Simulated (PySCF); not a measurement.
# Functional dependence of a UV spectrum

C4H8Ge.
Atom-mapped SMILES: `[CH2:1]=[CH:2][C:3](=[CH2:4])[GeH3:5]` (hydrogens: H6, H7 on C1; H8 on C2; H9, H10 on C4; H11, H12, H13 on Ge5)

Linear-response calculations in the def2-SVPD basis (PySCF; singlets by full response, triplets Tamm–Dancoff, core orbitals frozen in the response; HF means time-dependent Hartree–Fock). 'Strongest' is the level of largest summed f among the singlets computed (10 roots, of which the last may lack a degenerate partner); it can jump between rows when another state enters that window. S1 is the lowest singlet of each run and needn't be the same state throughout; f(S1) is that of one state. The structure is a single PBE0-D3(BJ)/def2-SVP conformer in the gas phase; no vibrational or solvent corrections. Relativistic effects, spin–orbit coupling among them, are left out although an element past zinc is present.

```tsv
functional	kind	S1 (eV)	f(S1)	strongest (eV)	T1 (eV)	HOMO (eV)	gap (eV)	ionisation energy, ΔSCF (eV)
LDA	LDA	5.32	0.001	5.46	3.38	-6.22	3.93	9.11
PBE	GGA	5.44	0.006	5.47	3.18	-6.04	3.96	8.86
B3LYP	global hybrid, 20% exact exchange	5.64	0.483	5.64	3.18	-6.79	5.46	8.89
PBE0	global hybrid, 25% exact exchange	5.74	0.496	5.74	3.12	-7.00	5.88	8.87
BHandHLYP	global hybrid, 50% exact exchange	5.87	0.579	5.87	3.09	-7.81	7.77	8.70
CAM-B3LYP	range-separated hybrid	5.84	0.540	5.84	3.19	-8.22	8.21	8.94
wB97X-D	range-separated hybrid	5.84	0.543	5.84	3.28	-8.76	9.40	8.90
LC-wPBE	range-separated hybrid	6.05	0.574	6.05	3.12	-9.55	10.65	9.02
HF	Hartree–Fock	6.05	0.711	6.05	2.68	-9.02	11.23	not settled
```

S1 runs from 5.32 eV (LDA) to 6.05 eV (HF), a spread of 0.73 eV, while the orbital gap spreads over 7.3 eV. Along PBE (0%), B3LYP (20%), PBE0 (25%), BHandHLYP (50%), HF (100%) S1 rises with the share of exact exchange. −ε(HOMO) comes closest to its own ΔSCF ionisation energy with wB97X-D (-0.14 eV) and misses most with LDA (-2.89 eV). 'Not settled' means that the ion's SCF failed to converge or may have ended in another state than the lowest.
